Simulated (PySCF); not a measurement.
BF, SMILES [B]F (connectivity only; charge and spin as stated), charge +1, multiplicity 2.

Geometry optimised at PBE0-D3(BJ)/def2-TZVPD.

These are PBE0-D3(BJ)/def2-TZVPD run with PySCF values and carry that method's errors.

No scaling factor is applied to the harmonic values.

```csv
mode,ν (cm⁻¹),IR (km/mol),moving atoms (share of kinetic energy)
1,1717,185.6,"B 64 %, F 36 %"
```
